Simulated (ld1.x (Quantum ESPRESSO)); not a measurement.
**platinum: variants of one PAW potential**

Base potential:

```
Element                 : platinum
Generator               : ld1.x (Quantum ESPRESSO) 7.5
Type                    : PAW
Functional              : LDA (PZ)
Relativity              : scalar-relativistic
Frozen core             : [Xe] 4f14
Valence charge          : 10
Reference configuration : 5d10 6s0 6p0
Partial waves           : 6s (bound, empty): rcut 1.75, rcutus 2.35 bohr; 6s channel at 0.7 Ry: rcut 1.75, rcutus 2.35 bohr; 6p (bound, empty): rcut 2.50, rcutus 2.90 bohr; 6p channel at 2.4 Ry: rcut 2.50, rcutus 2.90 bohr; 5d (bound): rcut 1.60, rcutus 1.90 bohr; 5d channel at 0.65 Ry: rcut 1.60, rcutus 1.90 bohr
Local potential         : all-electron potential smoothed inside 2.55 bohr (lloc = -1)
Core correction         : Bessel-smoothed model core inside 1.80 bohr
Augmentation charge     : PSQ, radius 1.60 bohr
```

All-electron outer shells of the reference configuration (LDA (PZ), scalar-relativistic, ld1.x):

```csv
shell,level (eV),outermost node (bohr),outermost maximum (bohr)
4f,-68.07,–,0.38
5p,-54.03,0.53,0.98
6s,-5.22,1.14,2.44
5d,-4.72,0.57,1.28
6p,-0.64,1.37,3.78
```

Cutoffs, loose and tight: the cutoffs (Ry, on a coarse ladder) from which the occupation-weighted sum of valence levels, in a spherical-Bessel basis at the reference potential, stays within 10 and 1 mRy of its value at 400 Ry. They do not see the model core or the augmentation charge, which bear on the density cutoff. Test errors are all-electron minus pseudo excitation energies from the reference, over the configurations 5d9 6s1 6p0; 5d9 6s0 6p0; 5d8 6s0 6p0; 5d8 6s2 6p0; 5d8 6s1 6p0; 5d9 6s0 6p1; 5d6 6s0 6p0 (two spin-polarised tests are not counted in the largest error). A dash means not determined; rows that change the core or the reference have their own tests. The largest error is taken over the tests solved by every variant that gives reliable tests at all: 5d8 6s0 6p0; 5d8 6s1 6p0; 5d8 6s2 6p0; 5d9 6s0 6p0; 5d9 6s1 6p0.

A true bound ghost makes a file unfit for plane-wave use even where its test errors are small: the radial tests pick states by their node count and pass the ghost by. Where a test does run into it, the solver fails or the error is huge.

| change | outcome | cutoff, loose | cutoff, tight | bound ghosts | largest test error (meV) |
| --- | --- | --- | --- | --- | --- |
| base | generated | 30 Ry | 50 Ry | none | -72 |
| wave 5d channel at 0.65 Ry: rcut 1.60, rcutus 1.90 bohr becomes 5d channel at -0.21 Ry: rcut 1.60, rcutus 1.90 bohr | generated | 30 Ry | 50 Ry | none | -92 |
| waves 6s (bound): rcut 1.75, rcutus 2.74 bohr; 6s channel at 0.7 Ry: rcut 1.75, rcutus 2.74 bohr | generated | 30 Ry | 50 Ry | none | -72 |
| reference 5d9 6s0 6p1 | generated | 30 Ry | 50 Ry | none | -30 over the solved tests; test run stopped at test 5 of 9 (negative rho) |
| functional PBE | generated | 30 Ry | 50 Ry | none | -75 |
| local potential all-electron potential smoothed inside 2.06 bohr (lloc = -1) | generated | 30 Ry | 50 Ry | none | test run stopped at test 1 of 9 (negative rho) |
| core correction Bessel-smoothed model core inside 0.84 bohr | generated | 30 Ry | 50 Ry | none | -69 |
| all radii but the core radius scaled by about 1.24 (s 2.92, p 3.60, d 2.36 bohr, rcut 2.18/3.10/1.98); local potential all-electron potential smoothed inside 3.18 bohr (lloc = -1); augmentation PSQ, radius 1.98 bohr | generated | 18 Ry | 30 Ry | none | -95 |
| local potential all-electron potential smoothed inside 1.45 bohr (lloc = -1) | generated | 30 Ry | 50 Ry | s, p | -80 |
| augmentation PSQ, inside the norm-conserving radii | generated | 30 Ry | 50 Ry | none | -72 |
| type RRKJ; waves now 6p (bound): rc 2.90 bohr; 5d (bound): rc 1.90 bohr; 6s (bound): rc 2.35 bohr; local potential the s channel | failed: compute_phi: phi has nodes before r_c | – | – | – | – |
| waves 6p (bound): rcut 1.94, rcutus 2.06 bohr; 6p channel at 2.4 Ry: rcut 1.94, rcutus 2.06 bohr | generated | 30 Ry | 50 Ry | p | -72 |
| core [Kr] 4d10 4f14, valence charge 18; reference 5s2 5p6 5d9 6s1 6p0; waves now 5s (bound): rcut 1.30, rcutus 1.50 bohr; 6s (bound): rcut 1.30, rcutus 1.50 bohr; 5p (bound): rcut 1.75, rcutus 2.10 bohr; 6p (bound): rcut 1.75, rcutus 2.10 bohr; 5d (bound): rcut 1.60, rcutus 1.80 bohr; 5d channel at 0.65 Ry: rcut 1.60, rcutus 1.80 bohr; local potential all-electron potential smoothed inside 1.35 bohr (lloc = -2); core correction Bessel-smoothed model core inside 1.50 bohr; augmentation PSQ, radius 1.20 bohr | failed: new_paw_hamiltonian: negative rho | – | – | – | – |
